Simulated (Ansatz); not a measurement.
System: C$_{5}$H$_{11}$S (charge 0, doublet). It need not be the lowest isomer of its formula. SMILES: S(CC[CH2])CC
Structure (B3LYP-D3(BJ)/def2-TZVP (Ansatz, a first-principles code) minimum search):
```xyz
17

C     -2.5985     0.1492     0.2034
C     -1.4837    -0.4592     0.9678
C     -0.4413    -1.1812     0.1113
S      0.3912    -0.1571    -1.1440
C      1.1967     1.1160    -0.1198
C      2.2500     0.5905     0.8446
H     -2.4656     0.4268    -0.8324
H     -3.5143     0.4324     0.7030
H     -0.9737     0.3048     1.5761
H     -1.8757    -1.1736     1.7027
H      0.3085    -1.6530     0.7469
H     -0.9163    -1.9729    -0.4705
H      1.6476     1.7877    -0.8521
H      0.4319     1.6900     0.4057
H      1.8112    -0.0648     1.5982
H      2.7312     1.4190     1.3704
H      3.0167     0.0262     0.3129
```
Charge 0, spin multiplicity 2.

Computed values are from Ansatz. Valence correlation only, unless marked. Open shells are spin-unrestricted. No spin-orbit coupling. Non-relativistic. Basis-set limits of correlation are two-point, X^-3; Hartree-Fock from the larger set. The bracket is a focal-point correction in the basis named.

```yaml
atomisation energy De: 1543.3 kcal/mol at RI-MP2/CBS(cc-pV(T+d)Z,cc-pV(Q+d)Z)+[CCSD(T)-MP2]/cc-pV(T+d)Z
total_energy: -594.5919 Eh at RI-MP2/CBS(cc-pV(T+d)Z,cc-pV(Q+d)Z)+[CCSD(T)-MP2]/cc-pV(T+d)Z
dipole_moment: 1.83 D at CCSD(T)/aug-cc-pV(D+d)Z
T1 diagnostic: 0.010 at CCSD/cc-pV(T+d)Z
```
